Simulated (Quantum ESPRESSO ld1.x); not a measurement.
The numbers below are computed, except where a source is named.
Problem. The mean radii <r> (bohr) of the occupied orbitals of an atom or ion are listed with their occupations. Code: ld1.x of Quantum ESPRESSO 7.5. Model: Dirac Kohn-Sham, LDA (Slater exchange, Perdew-Zunger correlation), spin-unpolarised, spherical densities, point nucleus.

| orbital | occ. | <r> |
|---|---|---|
| 1s1/2 | 2 | 0.03180 |
| 2s1/2 | 2 | 0.1323 |
| 2p1/2 | 1 | 0.1112 |
| 2p3/2 | 2 | 0.1157 |

Name the element and its charge. Open shells, if any, are shared by 2j + 1.

Solution. Z = 46, palladium, charge +39: Pd39+ in [He] 2s2 2p3. The 1s radius gives Z: for a bare nucleus <r> = (2 gamma + 1)/(2Z) with gamma = sqrt(1 - (Z/c)^2), 0.03135 bohr for Z = 46, and screening makes it slightly larger (0.03180 here). The occupations add up to 7, and the charge is Z minus that.
